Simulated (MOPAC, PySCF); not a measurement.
C3H6OSi, SMILES `C=C=CO[SiH3]`, neutral singlet in the gas phase. 

Cartesian coordinates (Å):
```xyz
11

C      2.7781     0.2436     0.1044
C      1.4933     0.1684     0.2812
C      0.2119     0.0943     0.5116
O     -0.7337     0.4990    -0.3847
Si    -2.2384    -0.1814    -0.4846
H      3.3436    -0.5839    -0.3154
H      3.3346     1.1404     0.3641
H     -0.1534    -0.2771     1.4687
H     -2.8207    -0.3087     0.8789
H     -2.1736    -1.5305    -1.1031
H     -3.0417     0.7358    -1.3210
```
Charge 0, spin multiplicity 1.

All levels are single points at this geometry (PBE0-D3(BJ)/def2-TZVP); Pople sets use spherical d functions. Orbital energies aren't observables, and empty levels follow the basis.

```tsv
level	HOMO (eV)	LUMO (eV)	gap (eV)	dipole (D)	vertical IE, Delta-SCF (eV)
ωB97X-D3(BJ)/def2-TZVP in PySCF	-9.23	1.66	10.88	0.79	9.01
B3LYP/3-21G in PySCF	-6.19	-0.09	6.10	1.17	–
B3LYP/6-31G* in PySCF	-6.31	-0.22	6.08	0.91	8.67
B3LYP/LANL2DZ in PySCF	-6.39	-0.40	5.99	1.48	–
M06-2X/6-31G* in PySCF	-7.81	0.81	8.63	0.96	–
PBE/6-31G* in PySCF	-5.32	-1.02	4.29	0.83	8.50
HF/STO-3G in PySCF	-6.84	8.46	15.31	1.48	–
PM3 in MOPAC	-8.85	0.54	9.39	1.50	–
PM7 in MOPAC	-9.36	0.26	9.62	1.60	–
```
